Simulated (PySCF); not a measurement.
**Two-component Hartree-Fock for I (iodine, neutral)**

Start: [Kr] 4d10 5s2 5p5; 5p1/2 filled at m_j = +1/2; 5p3/2 filled at m_j = -3/2, -1/2, +1/2, +3/2. Calculated with PySCF 2.14 in x2c-TZVPall-2c (8s9p5d2f, 74 functions): generalised Hartree-Fock with the X2C-1e Hamiltonian and a Gaussian nucleus; one run each with spin-orbit coupling (SO) screened by Boettger's factors, then bare. This is a chosen level, not necessarily the ground level.

```csv
spinor shell,electrons,"ε, screened SO (eV)","ε, bare SO (eV)",weight of nominal j (bare SO),"rms radius, bare SO (bohr)"
1s1/2,2,-33330.5,-33330.2,1.000,0.0311
2s1/2,2,-5249.0,-5248.9,1.000,0.127
2p1/2,2,-4912.8,-4921.8,1.000,0.109
2p3/2,4,-4611.5,-4607.9,1.000,0.115
3s1/2,2,-1102.1,-1102.1,1.000,0.334
3p1/2,2,-961.78,-963.49,1.000,0.326
3p3/2,4,-903.38,-902.69,1.000,0.339
3d3/2,4,-658.33,-660.03,1.000,0.311
3d5/2,6,-646.30,-645.19,1.000,0.314
4s1/2,2,-211.10,-211.10,1.000,0.787
4p1/2,2,-159.72,-160.08,1.000,0.826
4p3/2,4,-148.41,-148.27,1.000,0.855
4d3/2,4,-63.811,-64.077,1.000,0.984
4d5/2,6,-62.033,-61.868,1.000,1.00
5s1/2,2,-23.915,-23.918,0.998,2.14
5p1/2,1,-12.496,-12.535,0.999,2.55
5p3/2,4,-10.490,-10.480,0.997,2.68
```

```json
{"quantity": "E (hartree)", "screened SO": "-7113.76545", "bare SO": "-7113.94900"}
{"quantity": "M_J", "screened SO": "1/2", "bare SO": "1/2"}
{"quantity": "⟨J²⟩", "screened SO": "0.791", "bare SO": "0.789"}
{"quantity": "⟨L²⟩", "screened SO": "2.057", "bare SO": "2.061"}
{"quantity": "⟨S²⟩", "screened SO": "0.788", "bare SO": "0.791"}
```

Each row is a mean over spinors that exchange with the open shell spreads, by up to 1.306 eV (5s1/2).

Breit and QED terms are absent; they matter most for the inner s and p1/2 levels.

Densities and radii are taken from the X2C orbitals without a picture-change correction, which distorts them close to the nucleus.
